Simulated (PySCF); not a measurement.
Input for PySCF: R-B3LYP/3-21G on H2OSeTe (SMILES O[Te][SeH]), a point of a torsion scan.

```python
from pyscf import gto, scf, dft, mp
from pyscf.data.elements import chemcore

mol = gto.M(
    atom='''
    O    -1.32967141    0.54041480   -0.39486346
    Te   -0.17225696   -0.89910622   -1.11021049
    Se    1.56450709   -0.78030131    0.67040294
    H    -1.91317773    0.21898705    0.29311563
    H     2.70170961   -0.45161679   -0.16094065
    ''',
    basis='3-21g',
    charge=0, spin=0, verbose=3, max_memory=1800)
mf = dft.RKS(mol, xc='b3lyp')
mf.conv_tol = 1e-8
mf.max_cycle = 100
mf.kernel()
if not mf.converged:
    mf = mf.newton().run(mf.mo_coeff, mf.mo_occ)
```

It printed:

```
converged SCF energy = -9051.54310627404
```

The calculation finished and met its thresholds.

Cost: about 22 core-seconds (a rough figure).
